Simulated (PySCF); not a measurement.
CH₈GaNS.
Numbering: `[CH3:1][S:2][GaH2-:3][NH3+:4]` (hydrogens: H5, H6, H7 on C1; H8, H9 on Ga3; H10, H11, H12 on N4)

Torsions of this conformer, `[CH3:1][S:2][GaH2-:3][NH3+:4]`: C1–S2–Ga3–N4 90°.

The closed-shell ground state was solved at several levels (PySCF, density fitting, gas phase). Isolated species at its PBE0-D3(BJ)/def2-SVP geometry (one conformer only). The calculation is non-relativistic and has no spin–orbit coupling, an omission that weighs most on gallium.

```tsv
level	basis functions	HOMO (eV)	LUMO (eV)	gap (eV)	dipole (D)
PBE0/pcSseg-1	139	-6.15	0.02	6.17	5.50
B3LYP/def2-SVPD	169	-5.94	-0.77	5.17	5.23
```

Problem. What might PBE0/pcSseg-2 (290 basis functions) give for the same quantities?

Solution. HOMO -6.15 eV, LUMO -0.51 eV, gap 5.64 eV, dipole 5.30 D.

Problem. Over all these levels, which gives the widest orbital gap and which the narrowest?

Solution. PBE0/pcSseg-1 (global hybrid, 25 % exact exchange) has the widest, 6.17 eV, and B3LYP/def2-SVPD (global hybrid, 20 % exact exchange) the narrowest, 5.17 eV. Functional and basis both differ between the two, so the spread mixes both effects.

Problem. How far do the dipole and the HOMO energy spread over the levels?

Solution. The dipole runs from 5.23 to 5.50 D (mean 5.34 D) and the HOMO from -6.15 to -5.94 eV.
